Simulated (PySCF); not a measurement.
```xyz
3

Ga    -0.0256     0.5332     0.0000
H      1.3973    -0.2001     0.0000
H     -1.3717    -0.3332     0.0000
```

Charge 0, multiplicity 2.

Task: Give the Mulliken and meta-Löwdin atomic charges from TPSSh-D3(BJ)/def2-TZVP // B3LYP-D3(BJ)/def2-TZVP run with PySCF.

Result: 
| atom | Mulliken (e) | meta-Löwdin (e) |
|---|---|---|
| Ga1 | 0.17 | 0.15 |
| H2 | -0.09 | -0.08 |
| H3 | -0.09 | -0.08 |
